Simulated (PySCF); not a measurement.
trans-Hf(NH3)2Cl4 (singlet state).
Structure used (PBE0-D3(BJ)/def2-SVP), in Å, numbered top down from 1:
```
atom  x, y, z in Å
Hf1    0.025   -0.021    0.002
N2    -0.022   -0.029    2.330
H3    -0.463    0.820    2.687
H4     0.924   -0.068    2.716
H5    -0.540   -0.828    2.700
N6     0.014    0.032   -2.326
H7     0.497    0.855   -2.690
H8    -0.950    0.067   -2.666
H9     0.453   -0.796   -2.733
Cl10   2.439   -0.060    0.038
Cl11  -2.395    0.013    0.001
Cl12   0.061    2.398    0.016
Cl13  -0.012   -2.435   -0.054
```

Computed with PBE0-D3(BJ)/def2-SVP geometry optimisation, gas phase, def2 core potentials past Kr in PySCF 2.14.0.

(1) Which atoms are bound to Hf1, and at what distances?

(2) List the angles at Hf1.

(3) What is the shape at Hf1?

(4) What are the other bond lengths?

## Answers

(1) 6 atoms: N2 2.328 Å, N6 2.329 Å, Cl10 2.415 Å, Cl13 2.416 Å, Cl12 2.419 Å, Cl11 2.420 Å. The nearest atom not counted as bound is H8, at 2.84 Å.

(2) 
| angle | degrees | distance of the outer atoms (Å) |
| --- | --- | --- |
| Cl10–Hf1–Cl11 | 179.1 | 4.83 |
| Cl12–Hf1–Cl13 | 179.0 | 4.83 |
| N2–Hf1–N6 | 178.2 | 4.66 |
| N6–Hf1–Cl10 | 91.2 | 3.39 |
| N2–Hf1–Cl13 | 91.1 | 3.39 |
| N2–Hf1–Cl10 | 90.3 | 3.36 |
| Cl10–Hf1–Cl12 | 90.1 | 3.42 |
| Cl11–Hf1–Cl12 | 90.0 | 3.42 |
| N6–Hf1–Cl13 | 90.0 | 3.35 |
| Cl10–Hf1–Cl13 | 89.9 | 3.41 |
| Cl11–Hf1–Cl13 | 89.9 | 3.42 |
| N2–Hf1–Cl12 | 89.9 | 3.35 |
| N6–Hf1–Cl11 | 89.7 | 3.35 |
| N6–Hf1–Cl12 | 89.1 | 3.33 |
| N2–Hf1–Cl11 | 88.9 | 3.33 |

(3) Octahedral: the three widest angles are 179.1°, 179.0° and 178.2°, the others run from 88.9° to 91.2°.

(4) N2–H3 and 5 like bonds 1.022 Å.

Point group: near C2h, missed by 0.11 Å at most; the miss may be what the optimiser left on a soft mode. Charge 0, singlet. Whether it is a minimum is left open (no frequencies).
